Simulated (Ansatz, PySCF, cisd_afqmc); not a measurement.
System: AlCl, charge 0, singlet. AlCl (SMILES [Al][Cl]).
B3LYP-D3(BJ)/def2-TZVP minimum from Ansatz (a first-principles code):
```xyz
2

Al     0.0000     0.0000    -1.2241
Cl     0.0000     0.0000     0.9361
```
Charge 0, spin multiplicity 1.

Atomisation energy term by term, kcal/mol (programs: Ansatz, cisd_afqmc). UHF or UKS for unpaired electrons; spin-orbit terms are left out. Correlated methods leave the cores frozen. Rows without X2C or -DK are non-relativistic. AFQMC is phaseless with a CISD trial state; ± is one standard error, without the phaseless bias. Outlying blocks are dropped, and bars are widened where a walk drifts. Over all cases where full CI ran beside it in this data, AFQMC minus full CI had a median of +0.1 mEh and passed +0.4 mEh in a tenth of the cases. CBS(X,Y): correlation extrapolated as X^-3, Hartree-Fock from the larger set (Q,5: extrapolated as (X+1)exp(-9√X)). A bracket is a step between two methods taken in the basis named. '+ core + X2C': CCSD(T) terms for core correlation (cc-pwCVTZ, 1s frozen past Ne) and scalar relativity (cc-pVTZ-DK). Where a partner has so few electrons that a lower coupled-cluster level is exact, that level stands in.

```
term                                                          basis  kcal/mol
-----------------------  ------------------------------------------  --------
Hartree-Fock                           CBS(cc-pV(Q+d)Z,cc-pV(5+d)Z)     92.53
CCSD correlation                       CBS(cc-pV(Q+d)Z,cc-pV(5+d)Z)     26.75
(T)                                    CBS(cc-pV(Q+d)Z,cc-pV(5+d)Z)      3.25
CCSDT(Q) - CCSD(T)                                      cc-pV(5+d)Z     -0.06
CCSDTQ - CCSDT(Q)                                       cc-pV(D+d)Z     -0.02
core correlation                                          cc-pwCVTZ      0.25
scalar relativity                                   X2C, cc-pVTZ-DK     -0.23
minus zero-point energy  Hessian by PySCF at B3LYP-D3(BJ)/def2-TZVP     -0.66
sum: D0                                                                 121.8
```

The step beyond CCSD(T) by other levels: CCSDTQ in cc-pV(D+d)Z 0.15; AFQMC/CISD in cc-pV(D+d)Z 0.55 ± 0.15; CCSDT(Q) in cc-pV(D+d)Z 0.17; CCSDT(Q) in cc-pV(T+d)Z -0.02; CCSDT(Q) in cc-pV(Q+d)Z -0.06 kcal/mol.
